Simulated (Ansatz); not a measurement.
Input file for Ansatz (an electronic-structure program): R-wB97M-V/def2-TZVPP on H3NO2SW (SMILES [NH2][W](=[O])([OH])=[S]), atoms moved off the minimum. Elements past Kr take the def2 small-core potentials; no spin–orbit coupling.

Ansatz 0.2 input:
```yaml
crystal:
  periodic: [false, false, false]
  atoms:
    - {symbol: W, position_ang: [-0.00681569, 0.16645483, 0.08427202]}
    - {symbol: O, position_ang: [1.07719994, 1.10599005, 0.90110638]}
    - {symbol: S, position_ang: [0.65266823, -1.89342225, -0.12730975]}
    - {symbol: O, position_ang: [-0.22053356, 0.96733884, -1.68832275]}
    - {symbol: H, position_ang: [-0.27272062, 0.46438391, -2.49051886]}
    - {symbol: N, position_ang: [-1.71777250, 0.19293501, 0.97907965]}
    - {symbol: H, position_ang: [-1.87045218, 0.80932782, 1.73159471]}
    - {symbol: H, position_ang: [-2.34839882, -0.57045386, 1.02182373]}
basis:
  gaussian:
    orbitals: def2-TZVPP
hamiltonian:
  xc: {name: wB97M-V}
scf: {lower_state_search: off}
output: {forces: true}
```

The head of its log:

```
WARN ansatz: RAYON_NUM_THREADS=8 ignored (pool sized by the plan → 8); use --threads N
Functional definition: wB97M-V
these checks for a lower state are left out or cut short: stability, starts, cluster_reference, orbital_swaps, neighbouring_geometries, increment
integrals: 0.24 GiB planned
1265 factors; their error is unknown
integrals: 0.28 GiB planned
266 factors; integrals over basis functions are off by at most 7.8e-6 eV
0.34 GiB of the device are held for the grids
1.55 GiB of device memory are held for the factors and their scratch space
mean field: 1.49 GiB planned
mean field evaluation 1: about -18282.6858 eV, gradient 9.1e1 eV
mean field evaluation 2: about -18241.1976 eV, gradient 1.9e2 eV
```

**Question.** Give the final energy of this run.

**Answer.** -672.4078 hartree.
